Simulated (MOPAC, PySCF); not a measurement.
H₆B₃N, SMILES `BBBN`, neutral singlet in the gas phase. 

Z-matrix (Å, degrees):
```
B
H 1 1.2022
B 1 1.6174 2 119.46
H 3 1.1961 1 123.53 2 92.29
H 3 1.1988 4 115.87 1 -178.09
B 1 1.6726 2 116.51 3 177.35
N 6 1.3936 1 126.80 2 96.42
H 7 1.0067 6 124.10 1 0.23
H 7 1.0068 8 113.08 6 178.97
H 6 1.2022 7 116.83 8 -179.65
```
Charge 0, spin multiplicity 1.

All levels are single points at this geometry (B3LYP-D3(BJ)/def2-TZVP); Pople sets use spherical d functions. Orbital energies aren't observables, and empty levels follow the basis.

B3LYP-D3(BJ)/def2-TZVP in PySCF gives gap (eV) = 5.87.

Q: Estimate the gap (eV) from each of these levels: B3LYP/6-311+G** in PySCF; HF/3-21G in PySCF; PM3 in MOPAC; PM6 in MOPAC; PM7 in MOPAC.

A: 
```json
[
 {"level": "B3LYP/6-311+G** in PySCF", "gap (eV)": "5.86"},
 {"level": "HF/3-21G in PySCF", "gap (eV)": "13.31"},
 {"level": "PM3 in MOPAC", "gap (eV)": "11.40"},
 {"level": "PM6 in MOPAC", "gap (eV)": "9.14"},
 {"level": "PM7 in MOPAC", "gap (eV)": "9.45"}
]
```
